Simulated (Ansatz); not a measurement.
Species: C$_{2}$H$_{8}$BN$_{2}$, charge -1, multiplicity 1. It need not be the lowest isomer of its formula. Whether it binds its extra electron was not tested at this geometry. SMILES: C[CH-]B(N)N
Geometry from a B3LYP-D3(BJ)/def2-TZVP (Ansatz, a quantum-chemistry and plane-wave program) optimisation:
```xyz
13

C      2.0461    -0.5708    -0.2446
C      0.9685     0.3223     0.3152
B     -0.4739     0.1627     0.1105
N     -1.0892    -0.8575    -0.7980
N     -1.5131     0.9654     0.8455
H      1.6094    -1.4069    -0.8076
H      2.7516    -0.0768    -0.9445
H      2.6945    -1.0450     0.5192
H      1.3379     1.1158     0.9719
H     -2.0484    -0.6864    -1.0680
H     -0.5455    -1.0747    -1.6203
H     -2.2075     1.3938     0.2409
H     -1.0945     1.7021     1.3995
```
Charge -1, spin multiplicity 1.

Parts of the frozen-core correlation energy in aug-cc-pVDZ (Ansatz, hartree). Frozen orbitals: 5; correlated occupied orbitals by spin: 15 and 15; virtual: 167 and 167. No spin-orbit coupling. No relativistic terms.

```csv
term,value
reference (HF),-214.02523
MP2 opposite-spin,-0.58230
MP2 same-spin,-0.19129
CCSD correlation,-0.82126
(T),-0.03002
T1 diagnostic,0.013
largest doubles amplitude,0.026
```
